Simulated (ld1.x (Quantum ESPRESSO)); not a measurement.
## Pseudopotential generation for Cu: PAW, PBEsol, fully relativistic.

copper, PAW, made with ld1.x (Quantum ESPRESSO) 7.5 (PBEsol, fully relativistic). Core [Ar], reference 3d10 4s0.75 4p0 (charge +0.25). Waves: 4s (bound): rcut 1.95, rcutus 2.05 bohr; 4s channel at 2.4 Ry: rcut 1.95, rcutus 2.05 bohr; 4p (bound, empty): rcut 2.70, rcutus 3.70 bohr; 4p channel at 0.75 Ry: rcut 2.70, rcutus 3.70 bohr; 3d (bound): rcut 1.05, rcutus 1.45 bohr; 3d channel at 1.15 Ry: rcut 1.05, rcutus 1.45 bohr. Local part: all-electron potential smoothed inside 2.80 bohr (lloc = -1). Core correction: Bessel-smoothed model core inside 0.90 bohr. Augmentation charge: PSQ, inside the norm-conserving radii.

Open shells are filled in proportion to 2j + 1 (rel_dist='average').

All-electron outer shells of the reference configuration (PBEsol, scalar-relativistic, ld1.x):

```tsv
shell	level (eV)	outermost node (bohr)	outermost maximum (bohr)
3s	-116.38	0.29	0.61
3p	-73.98	0.26	0.62
3d	-7.04	–	0.60
4s	-6.30	0.89	2.24
4p	-1.92	0.97	3.26
```

Results:

- Largest excitation error: -80 meV (all-electron minus pseudo) for 3d9 4s2 4p0, out of 7 test configurations
- Density cutoff estimated by the generator: 357 Ry

The ghost test of this file was not conclusive.

Generation and tests took about 3.3 s on one core of a shared server CPU.
